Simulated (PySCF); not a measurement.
# How methods differ on the ionisation energy of W⁵¹⁺

W⁵¹⁺ [Ar] 3d5 [3d3/2^4 3d5/2^1, M_J = 5/2] → W⁵²⁺ [Ar] 3d4 [3d3/2^4, M_J = 0], as a difference of total energies. Computed with PySCF 2.14 in an even-tempered Gaussian basis (15 s from 14 bohr⁻², ratio 2.8; 12 p from 18 bohr⁻², ratio 2.8; 8 d from 18 bohr⁻², ratio 2.8; 3 f from 60 bohr⁻², ratio 3), with the two-component X2C-1e Hamiltonian. Correlated levels: [Ne] frozen; the 72 highest virtual spinors dropped. "Screened" scales the spin-orbit matrix elements by Boettger's factors to mimic the two-electron term; Breit and QED terms are absent.

| method | ionisation energy (eV) |
| --- | --- |
| GHF (spin-free) | 4760.6 |
| GMP2 (spin-free) | 4760.5 |
| GHF (screened spin-orbit) | 4708.3 |
| GMP2 (screened spin-orbit) | 4708.1 |

Breit and QED terms and the two-electron picture change are absent.

The spin-free rows relax to the high-spin LS determinant and lack the spin-orbit shift.

The labels give the starting determinants; with spin-orbit coupling the two ends relaxed to ⟨J²⟩ = 8.75, ⟨L²⟩ = 6.28, ⟨S²⟩ = 2.83 and ⟨J²⟩ = 0.00, ⟨L²⟩ = 2.46, ⟨S²⟩ = 2.46.

For comparison: 4709 ± 4 eV (semi-empirical (NIST evaluation); NIST Atomic Spectra Database, ionization energies).
